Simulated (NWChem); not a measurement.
Molecule: C3H7N; SMILES C(CN)=C

```xyz
11

C      0.0311     1.8481    -0.2441
C      0.2782     0.6886     0.3664
C     -0.5341    -0.5650     0.1868
N      0.3422    -1.6887    -0.1742
H     -0.8027     1.9638    -0.9344
H      0.6448     2.7289    -0.0744
H      1.1276     0.5936     1.0426
H     -1.0101    -0.8254     1.1433
H     -1.3522    -0.3701    -0.5300
H      0.7271    -1.5317    -1.1045
H     -0.2008    -2.5488    -0.2263
```
Atoms are numbered in this order, from 1.

STO-3G and 3-21G are far too small for this property and stand as cheap habits. Geometry: optimised at B3LYP/6-31G* (spherical d).

### Question
Give the principal values of the shielding tensors (ppm) of C1, C2, C3, N4 from Hartree-Fock/STO-3G, GIAO (NWChem), with their diamagnetic and paramagnetic parts as GIAO splits them.

### Answer
```
atom    σ11    σ22    σ33  isotropic  diamagnetic  paramagnetic
----  -----  -----  -----  ---------  -----------  ------------
C1     16.6  155.4  220.5      130.8        253.9        -123.1
C2      8.4  138.9  218.7      122.0        253.0        -131.0
C3    183.2  194.8  219.9      199.3        246.4         -47.1
N4    277.0  301.6  316.6      298.4        309.4         -11.0
```
